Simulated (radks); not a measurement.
Hg2+, 78 electrons, occupied as [Xe] 4f14 5d10. Method: Dirac Kohn-Sham, PBE, spin-unpolarised, spherical densities, point nucleus; speed of light set to 116.481 atomic units (0.85 times the physical value, a model run); computed with a radial shooting solver on a logarithmic mesh with Libxc functionals.

Radial electron density D(r) = 4 pi r^2 rho(r):

| r (bohr) | D(r) (e/bohr) |
|---|---|
| 0.001106 | 20.60 |
| 0.001278 | 24.69 |
| 0.001476 | 29.48 |
| 0.001704 | 35.01 |
| 0.001968 | 41.35 |
| 0.002273 | 48.52 |
| 0.002604 | 56.04 |
| 0.003007 | 64.73 |
| 0.003473 | 74.02 |
| 0.004011 | 83.68 |
| 0.004632 | 93.38 |
| 0.00535 | 102.7 |
| 0.006129 | 110.6 |
| 0.007078 | 117.5 |
| 0.008175 | 122.3 |
| 0.009441 | 124.5 |
| 0.0109 | 124.0 |
| 0.01259 | 120.9 |
| 0.01454 | 116.2 |
| 0.01666 | 111.5 |
| 0.01924 | 107.8 |
| 0.02222 | 107.5 |
| 0.02566 | 111.7 |
| 0.02964 | 120.6 |
| 0.03423 | 132.5 |
| 0.03921 | 143.3 |
| 0.04529 | 150.3 |
| 0.0523 | 149.6 |
| 0.0604 | 141.1 |
| 0.06976 | 128.5 |
| 0.08056 | 118.9 |
| 0.0923 | 117.8 |
| 0.1066 | 125.9 |
| 0.1231 | 137.2 |
| 0.1422 | 141.1 |
| 0.1642 | 130.3 |
| 0.1896 | 108.1 |
| 0.2172 | 87.49 |
| 0.2509 | 77.54 |
| 0.2898 | 81.57 |
| 0.3346 | 89.92 |
| 0.3865 | 90.35 |
| 0.4463 | 78.47 |
| 0.5154 | 59.60 |
| 0.5905 | 43.10 |
| 0.682 | 31.68 |
| 0.7876 | 25.92 |
| 0.9096 | 22.63 |
| 1.051 | 19.29 |
| 1.213 | 15.26 |
| 1.39 | 11.30 |
| 1.605 | 7.570 |
| 1.854 | 4.669 |
| 2.141 | 2.629 |
| 2.473 | 1.331 |
| 2.856 | 0.5935 |
| 3.272 | 0.2409 |
| 3.778 | 0.07749 |
| 4.364 | 0.01993 |
| 5.039 | 0.003943 |

D(r) has 4 maxima, at r = 0.00990, 0.0483, 0.138, 0.363 bohr, and minima at 0.0210, 0.0873, 0.257 bohr, inside which lie 2.11, 10.86, 29.96 electrons.
